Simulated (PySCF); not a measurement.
F4HSTa, multiplicity 1. Atoms are numbered in the order given.

```xyz
7

Ta    -0.0013     0.2140     0.0000
F      1.8872     0.1005     0.0000
F     -1.8841     0.1023     0.0000
F      0.0072     1.0937    -1.6498
F      0.0072     1.0937     1.6498
S     -0.0825    -2.1738     0.0000
H      1.2603    -2.3513     0.0000
```
Charge 0, spin multiplicity 1.

Coordinates come from a B3LYP-D3(BJ)/def2-SVP optimisation. The multiplicity is an assumed one; no other spin state was optimised. The structure was generated by enumeration; whether it is a known compound was not checked. The def2 effective core potentials stand for the cores of Ta; spin–orbit coupling is left out. Other conformers were not sampled.

Calculation: TDDFT-PBE/def2-SVPD run with PySCF 2.14.0.

Vertical excitations. Gas-phase values at a fixed geometry. State labels are in the subgroup Cs.

| state | symmetry | energy (eV) | λ (nm) | f | main pairs |
|---|---|---|---|---|---|
| S1 | A" | 3.50 | 354 | 0.000 | HOMO→LUMO 100 % |
| S2 | A' | 4.18 | 296 | 0.001 | HOMO→LUMO+1 99 % |
| S3 | A' | 4.75 | 261 | 0.004 | HOMO−1→LUMO 95 % |
| S4 | A" | 4.80 | 258 | 0.002 | HOMO→LUMO+2 100 % |
| S5 | A' | 5.30 | 234 | 0.026 | HOMO→LUMO+3 73 %, HOMO−1→LUMO+2 23 % |
| S6 | A" | 5.31 | 233 | 0.000 | HOMO−1→LUMO+1 100 % |
| S7 | A" | 6.11 | 203 | 0.000 | HOMO−1→LUMO+3 94 % |
| S8 | A" | 6.31 | 196 | 0.003 | HOMO−3→LUMO 96 % |
| S9 | A" | 6.38 | 194 | 0.039 | HOMO→LUMO+4 97 % |
| S10 | A' | 6.45 | 192 | 0.013 | HOMO−2→LUMO 73 % |
| T1 | A" | 3.41 | 364 | 0 | HOMO→LUMO 100 % |
| T2 | A' | 4.10 | 302 | 0 | HOMO→LUMO+1 99 % |
| T3 | A' | 4.36 | 284 | 0 | HOMO−1→LUMO 71 %, HOMO→LUMO+3 28 % |
| T4 | A' | 4.43 | 280 | 0 | HOMO→LUMO+3 72 %, HOMO−1→LUMO 28 % |
Triplets are in the Tamm–Dancoff approximation, which puts them higher than full response would, so one can lie above its singlet here.
